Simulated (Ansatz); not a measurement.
Ansatz results at the PBE0-D4/def2-TZVP geometry: size of the dipole moment (B3LYP/def2-TZVPP) 2.80 D; size of the dipole moment (PBE/def2-TZVPP) 2.69 D; size of the dipole moment (ωB97M-V/def2-TZVPP) 2.76 D.

Each molecule was computed in one conformer, which needn't be the lowest.

Problem. Which molecule gave them?
A. `C[CH2][Ga][Cl]`•
B. `CC[SiH]O`•
C. `F[SiH][SeH]`•
D. `N[Si]([O])(F)F`•

Solution. A. The others give `N[Si]([O])(F)F`•: 3.26, 3.71, 2.72; `F[SiH][SeH]`•: 1.62, 1.51, 1.64; `CC[SiH]O`•: 0.41, 0.34, 0.42.

B3LYP here is the variant with VWN-RPA as its local correlation; programs differ in this.
